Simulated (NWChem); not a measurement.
Species: C3H5N; SMILES CCC#N

Program: NWChem. Pople sets run with spherical d functions. Each level has its own optimisation. Computed dipoles belong to the equilibrium geometry; the measured one is vibrationally averaged.

Measured dipole moment: 4.02 D (NIST CCCBDB, as tabulated in the package chemicals).

Task: Which of these levels lies farthest from the measured value, and how do the others fare: B3LYP/6-31G*; BLYP/def2-SVP; Hartree-Fock/6-31G*; Hartree-Fock/STO-3G; PBE0/def2-SVP; PBE/def2-SVP; LDA (Slater exchange, VWN5)/def2-SVP; Hartree-Fock/3-21G?

Result: Hartree-Fock/STO-3G.
```tsv
level	dipole moment (D)	computed − measured
Hartree-Fock/STO-3G	3.20	-0.82
Hartree-Fock/3-21G	3.98	-0.04
Hartree-Fock/6-31G*	4.15	+0.13
B3LYP/6-31G*	3.91	-0.11
LDA (Slater exchange, VWN5)/def2-SVP	3.86	-0.16
PBE/def2-SVP	3.80	-0.22
BLYP/def2-SVP	3.74	-0.28
PBE0/def2-SVP	3.91	-0.11
```
